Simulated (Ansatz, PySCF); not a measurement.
Reaction (SMILES): F[SiH2][SiH3] → F[SiH2][SiH2] + H atom (the H-Si bond at the site shown breaks; other sites are not compared here)
Each molecule is optimised on its own at B3LYP-D3(BJ)/def2-TZVP (Ansatz, a program for electronic structure), one conformer each, not searched for the lowest.

Wanted: bond dissociation energy (0 K, with B3LYP-D3(BJ) harmonic zero-point energies from PySCF), in kcal/mol. Correlated levels leave the core frozen unless marked. Open shells are spin-unrestricted. No spin-orbit coupling. Non-relativistic. Basis-set limits of correlation are two-point, X^-3; Hartree-Fock from the larger set.

| level | program | bond dissociation energy (kcal/mol) | minus last row |
|---|---|---|---|
| r2SCAN-D3(BJ)/def2-TZVPD | Ansatz + dftd3 | 82.5 | -4.8 |
| HSE06-D4/def2-TZVPD | Ansatz + dftd4 | 82.5 | -4.8 |
| MP2/cc-pV(D+d)Z | Ansatz | 80.4 | -6.9 |
| MP2/CBS(aug-cc-pV(T+d)Z,aug-cc-pV(Q+d)Z) | Ansatz | 85.6 | -1.7 |
| MP2/CBS(cc-pV(T+d)Z,cc-pV(Q+d)Z) | Ansatz | 85.6 | -1.7 |
| CCSD/cc-pV(D+d)Z | Ansatz | 82.9 | -4.4 |
| CCSD(T)/CBS(aug-cc-pV(T+d)Z,aug-cc-pV(Q+d)Z) | Ansatz | 87.3 | 0.0 |
